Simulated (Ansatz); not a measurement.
Spectroscopic constants of GeCl, multiplicity 2 (the spin of the measured ground state). No spin–orbit coupling. Ge is treated without relativity.

D_e counts from the fitted minimum to each atom's lowest state at the same level, without counterpoise.

Correlated levels freeze the inner cores; with def2 sets outer-core shells near the valence are correlated too.

Codes used: Ansatz (Gaussian orbitals). 

PBE/def2-TZVPP gives 99.74 kcal/mol for the bond energy D_e.

Question: Predict the shift from PBE, with its sign, for: r2SCAN/def2-TZVPP, B3LYP/def2-TZVPP, wB97M-V/def2-TZVPP, B2PLYP/def2-TZVPP, CCSD(T)/def2-QZVPP.

Answer: r2SCAN/def2-TZVPP -2.10; B3LYP/def2-TZVPP -5.87; wB97M-V/def2-TZVPP -3.62; B2PLYP/def2-TZVPP -6.10; CCSD(T)/def2-QZVPP -6.15 kcal/mol. 0 of 5 lie above PBE; the widest gap is to CCSD(T)/def2-QZVPP.

Ansatz is a first-principles code.
